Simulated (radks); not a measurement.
The tellurium ion Te26+, configuration [Ar] 3d8.

All-electron calculation, Dirac Kohn-Sham, RPBE, spin-unpolarised, spherical densities, point nucleus; open shells fill j = l - 1/2 first. Program: a radial shooting solver on a logarithmic mesh with Libxc functionals.

Energy parts (Ry):
| part | energy |
|---|---|
| total | -12859.82394 |
| kinetic | 13636.76085 |
| electron-nucleus | -29343.66234 |
| Hartree | 3135.99497 |
| exchange-correlation | -288.91741 |

Orbitals (lengths in bohr, moments of r in powers of bohr):
| orbital | occ. | eigenvalue (Ry) | <r^4> |
|---|---|---|---|
| 1s1/2 | 2 | -2393.622 | 2.869e-06 |
| 2s1/2 | 2 | -424.9358 | 0.0004835 |
| 2p1/2 | 2 | -402.8354 | 0.0003091 |
| 2p3/2 | 4 | -382.5403 | 0.0003676 |
| 3s1/2 | 2 | -133.5609 | 0.01841 |
| 3p1/2 | 2 | -124.6345 | 0.01711 |
| 3p3/2 | 4 | -120.5336 | 0.01933 |
| 3d3/2 | 4 | -105.3035 | 0.01437 |
| 3d5/2 | 4 | -104.4107 | 0.01491 |

The highest occupied level is 3d5/2 at -1420.6 eV. For comparison, the ionisation energy in NIST's Atomic Spectra Database is 1455 eV (theoretical). In exact Kohn-Sham theory the highest level is minus the ionisation energy, but local and semilocal functionals leave it too shallow, through self-interaction and a potential that decays too fast; potentials with the right tail come closer. The density falls to 0.001 e/bohr^3 at r = 0.97 bohr.

Beside tabulated values, note that spin-unpolarised runs miss the spin-polarisation part of the exchange energy of open shells.
